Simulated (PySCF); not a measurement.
Calculation: B3LYP-D3(BJ)/def2-TZVP // PBE-D3(BJ)/def2-SVP run with PySCF. Isolated molecules, 0 K electronic values unless said otherwise. B3LYP has the VWN-RPA correlation part, as in Gaussian. 

Reference species: [Mo(=O)2(F)2] (neutral, multiplicity 1).

```yaml
HOMO–LUMO gap: 6.04 eV
HOMO: -9.85 eV
coordination_number: 4
```

Changed species: [Zr(F)4] (M = Zr; the reference has M = Mo, dioxo).

Task: Give the shifts of the HOMO–LUMO gap, HOMO and coordination number.

Result: the HOMO–LUMO gap rises by 4.08 eV, to 10.12 eV; the HOMO falls by 2.05 eV, to -11.90 eV; the coordination number stays essentially unchanged.
